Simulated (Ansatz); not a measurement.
Reaction (cleavage of the Si–Si bond): `O[SiH2][SiH](F)S` + CH₃OH → `CO[SiH](F)S` + `O[SiH3]`

Gas-phase electronic energies from Ansatz, PBE0-D4/def2-TZVP geometries. CCSD(T)/CBS is the MP2 limit (def2-TZVPP, def2-QZVPP) plus CCSD(T) − MP2 in def2-TZVPP, frozen cores. This one scheme is used for every species. Functionals use def2-TZVPP. B3LYP here is the variant with VWN-RPA as its local correlation; programs differ in this. One conformer a species, not always the lowest.

`O[SiH2][SiH](F)S`:

Cartesian coordinates in Å:
```
O 1.428 -1.588 0.513
Si 1.022 -0.069 1.016
Si -0.961 0.551 -0.079
F -1.371 2.066 0.249
S -0.507 0.288 -2.149
H 1.374 -1.760 -0.429
H 2.073 0.937 0.693
H 0.854 -0.140 2.487
H -2.149 -0.284 0.230
H -1.763 0.000 -2.530
```

CH₃OH:

Cartesian coordinates in Å:
```
C 0.279 0.201 0.091
O -0.466 -0.982 -0.076
H 1.240 -0.084 0.520
H -0.204 0.907 0.778
H 0.470 0.713 -0.860
H -1.319 -0.755 -0.452
```

`CO[SiH](F)S`:

Cartesian coordinates in Å:
```
C 1.379 0.362 0.812
O 0.280 -0.433 0.407
Si -0.698 -0.080 -0.839
F -1.197 1.426 -0.660
S -2.300 -1.451 -0.842
H 1.837 -0.116 1.678
H 2.128 0.436 0.016
H 1.057 1.369 1.091
H -0.026 -0.138 -2.154
H -2.459 -1.373 0.492
```

`O[SiH3]`:

Z-matrix (Å, degrees):
```
Si
O 1 1.648
H 1 1.489 2 111.7
H 1 1.489 2 111.7 3 120.9
H 1 1.481 2 105.9 3 -119.6
H 2 0.957 1 117.9 3 -60.5
```

```csv
level,ΔE (kJ/mol),difference from CCSD(T)/CBS
PBE-D4,-96.2,27.6
r2SCAN-D4,-118.9,4.9
PBE0-D4,-105.3,18.5
B3LYP-D4,-120.0,3.8
ωB97X-V,-121.9,1.9
ωB97M-V,-127.5,-3.7
B2PLYP,-128.9,-5.1
PBE,-97.9,25.9
r2SCAN,-119.3,4.5
PBE0,-107.1,16.7
B3LYP,-122.9,0.9
HF/def2-TZVPP,-148.0,-24.2
MP2/def2-TZVPP,-134.0,-10.2
SCS-MP2/def2-TZVPP,-136.4,-12.6
CCSD/def2-TZVPP,-130.1,-6.3
CCSD(T)/def2-TZVPP,-127.2,-3.4
HF/def2-QZVPP,-149.4,-25.6
MP2/def2-QZVPP,-132.6,-8.8
SCS-MP2/def2-QZVPP,-134.9,-11.1
HF/CBS(def2),-149.6,-25.8
MP2/CBS(def2),-130.6,-6.8
CCSD/CBS(def2),-126.7,-2.9
CCSD(T)/CBS,-123.8,0
```

Largest T1 diagnostic among the species: 0.012.

In def2-TZVPP, CCSD(T) changes the Hartree–Fock value by +20.8 kJ/mol (the triples alone add +2.9 kJ/mol) and MP2 by +14.0 kJ/mol. From PBE to PBE0 (25 % exact exchange), in def2-TZVPP and without D4, ΔE moves by −9.2 kJ/mol.
